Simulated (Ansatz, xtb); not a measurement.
# Isomers of C5H2ClNS in order of energy

5 gas-phase structures of C5H2ClNS, from a drawn sample of its isomers (lower ones may exist). Each was relaxed with GFN2-xTB:

A. `C#Cc1nc(Cl)cs1`, a singlet
B. `C#Cc1ncsc1Cl`, a singlet
C. `C#Cc1cc(Cl)ns1`, a singlet
D. `N#Cc1ccc(Cl)s1`, a singlet
E. `N#Cc1cscc1Cl`, a singlet

Q: Which do you expect lowest at r2SCAN-D4/def2-SVP, and how would the others follow?

A: Calculated order at r2SCAN-D4/def2-SVP: E (0.000), D (0.038), A (1.380), C (1.511), B (1.539) eV. Less than 1 kcal/mol parts E and D; C and B, so the order within those pairs means little.

Energies above the lowest of each column, in eV; the last columns are at PBE0-D3(BJ)/def2-SVP geometries and were run for some of them only (a dash: not run or not comparable):

```
structure  GFN2-xTB  HF/STO-3G  r2SCAN-D4/def2-SVP  PBE0-D3(BJ)/def2-SVP  CCSD(T)/def2-SVP + ΔMP2/def2-TZVPP
        E     0.000      0.000               0.000                 0.000                               0.000
        D     0.063      0.057               0.038                 0.059                               0.108
        A     0.548      1.978               1.380                 1.430                               1.518
        C     0.572      2.099               1.511                     –                                   –
        B     0.685      2.061               1.539                     –                                   –
```

Every level run on E puts it lowest or level with the lowest. Frequencies (GFN2-xTB) were run for A, D, E alone. ΔMP2 is the change of the MP2 energy from the smaller to the larger basis.

Over these structures GFN2-xTB departs from r2SCAN-D4/def2-SVP by 0.426 eV on average once a common shift is removed. A GFN2-xTB relaxation took about 0.14 s and the r2SCAN-D4/def2-SVP energy about 2.5 s on a shared host (Ansatz 0.2.0, xtb 6.7.1).
